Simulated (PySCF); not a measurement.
Polarisability and C₆ of In+ (indium, charge +1)

[Kr] 4d10 5s2, closed-shell 1S. All numbers are calculated (PySCF 2.14, a scalar-relativistic core potential, in aug-cc-pVTZ-PP with ECP28MDF (6s5p4d2f, 55 functions)). Coupled (time-dependent) response in atomic units; α is the mean over directions.

```tsv
method	mean α (bohr³)	C₆ (like pair)	S(−4)
UHF	29.35	200.6	373.7
PBE	23.36	152.3	220.0
PBE0	24.62	161.9	249.0
B3LYP	23.67	153.6	229.2
r2SCANh	24.89	170.8	233.6
```

S(−4) is the Cauchy moment in α(ω) = α(0) + S(−4) ω² + …

α(iu) at UHF:

```
u (hartree)  α(iu) (bohr³)
          0          29.35
     0.0500          28.44
      0.100          26.07
      0.200          19.80
      0.300          14.50
      0.500          8.475
      0.750          5.210
       1.00          3.635
       1.50          2.129
       2.00          1.410
       3.00         0.7431
       5.00         0.3025
```

A single London oscillator, α(iu) = α/(1 + u²/ω²), gives C₆ = (3/4) ω α². Matching the computed C₆ needs ω = 4 × 200.6 / (3 × 29.35²) = 0.310 hartree.

For an ion, C₆ is the dispersion term alone; charge-induced terms of lower order in 1/R come first.

Energies and moments cover only the electrons outside the core potential.
